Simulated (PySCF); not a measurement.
C3H8OSeSi.
Geometry (PBE0-D3(BJ)/def2-SVP, Å), atoms numbered from 1 in this order:
```
atom  x, y, z in Å
Si1    2.526   -0.076   -0.162
O2     0.939    0.074    0.356
C3    -0.113    0.343   -0.487
C4    -1.482    0.223    0.170
C5    -2.268   -0.394   -0.987
Se6   -0.623   -1.041   -1.867
H7     2.619   -1.157   -1.189
H8     3.323   -0.412    1.046
H9     3.000    1.208   -0.764
H10    0.033    1.299   -1.022
H11   -1.885    1.164    0.582
H12   -1.379   -0.499    0.993
H13   -2.974   -1.191   -0.721
H14   -2.772    0.345   -1.625
```

Method: PySCF, PBE0-D3(BJ)/def2-SVP geometry optimisation, gas phase.

Masses are those of the commonest isotopes; rigid-rotor values at the optimised geometry. The values belong to one conformer with, in the numbering `[SiH3:1][O:2][C@@H:3]1[CH2:4][CH2:5][Se:6]1`, Si1–O2–C3–C4 171°, O2–C3–C4–C5 -142°, C3–C4–C5–Se6 21°, C4–C5–Se6–C3 -16°, O2–C3–Se6–C5 134°.

(1) Give the principal moments of inertia and the rotational constants in cm⁻¹.

(2) What kind of rotor is it?

(3) What does the inertial defect say?

(4) Give the other two planar moments, Paa and Pbb, and the rms extents of the mass along the axes.

(5) Predict some low-J microwave lines.

(6) Estimate the classical rotational partition function at 25 K, 100 K and 298.15 K.

## Answers

(1) Ia = 142.65, Ib = 428.56, Ic = 548.29 u·Å²; 505379 MHz·u·Å²/I gives 3543, 1179 and 921.7 MHz, that is A = 0.11817, B = 0.03934, C = 0.03075 cm⁻¹.

(2) An asymmetric top: κ = (2 × 1179 − 3543 − 921.7)/(3543 − 921.7) = -0.80.

(3) Not planar: Δ = Ic − Ia − Ib = -22.92 u·Å². For a rigid frame Δ = −2 Σ m c², so Σ m c² = 11.46 u·Å² lies off the ab plane: 8.45 from hydrogen and 3.01 from heavier atoms. The atom farthest from that plane is 1.52 Å away.

(4) Paa = Σ m a² = (Ib + Ic − Ia)/2 = 417.10 and Pbb = Σ m b² = (Ia + Ic − Ib)/2 = 131.19 u·Å². With the mass M = 167.95 u, the rms extents √(P/M) along a, b and c are 1.58, 0.88, 0.26 Å.

(5) The dipole components are |μa| = 0.08 D, |μb| = 1.11 D, |μc| = 0.66 D. The squared components, which scale the intensities, stand as 0.00 : 1.00 : 0.35 (a : b : c). Some lines, for components of 0.1 D or more:

```tsv
type	branch	J(Ka,Kc)	MHz	lower level (cm⁻¹)
c	Q	5(1,5) ← 5(0,5)	1092	1.029
b	R	2(0,2) ← 1(1,1)	1819	0.149
b	Q	1(1,0) ← 1(0,1)	2621	0.070
b	Q	2(1,1) ← 2(0,2)	2898	0.210
b	R	1(1,1) ← 0(0,0)	4465	0.000
c	R	1(1,0) ← 0(0,0)	4722	0.000
b	Q	5(2,3) ← 5(1,4)	6297	1.194
b	R	4(0,4) ← 3(1,3)	6405	0.477
b	Q	3(2,1) ← 3(1,2)	6816	0.529
b	Q	2(2,0) ← 2(1,1)	7110	0.306
b	Q	5(2,4) ← 5(1,5)	9475	1.066
b	R	4(1,4) ← 3(0,3)	9658	0.417
b	R	2(2,1) ← 1(1,0)	11550	0.158
c	Q	4(3,2) ← 4(2,2)	12235	1.043
c	Q	3(3,1) ← 3(2,1)	12375	0.756
b	Q	4(3,2) ← 4(2,3)	12526	1.033
c	R	3(2,1) ← 2(1,1)	13492	0.306
b	R	5(2,4) ← 4(1,3)	16690	0.825
b	R	4(2,2) ← 3(1,3)	16941	0.477
b	Q	5(4,1) ← 5(3,2)	17371	1.804
b	Q	5(4,2) ← 5(3,3)	17398	1.803
c	R	5(2,4) ← 4(1,4)	19259	0.739
b	R	5(2,3) ← 4(1,4)	19916	0.739
b	R	5(3,3) ← 4(2,2)	22799	1.043
c	R	5(3,3) ← 4(2,3)	23090	1.033
c	R	4(4,1) ← 3(3,1)	25853	1.169
b	R	5(4,2) ← 4(3,1)	27955	1.451
b	R	5(4,1) ← 4(3,2)	27962	1.451
```

(6) Point group C1, symmetry number σ = 1; q = (√π/σ)·√((kT/h)³/(ABC)), k/h = 20836.6 MHz/K: 10700 at 25 K, 85900 at 100 K, 442000 at 298.15 K.

Not checked by PBE0-D3(BJ)/def2-SVP frequencies. Constants of a rigid frame at the computed geometry: no zero-point averaging, no centrifugal distortion. A rigid rotor knows nothing of internal rotation, which can split or shift real lines.

On Arm Neoverse V2, one thread (shared host), this took 60 s and 0.57 GiB of memory at its peak. These figures are those of the optimisation.
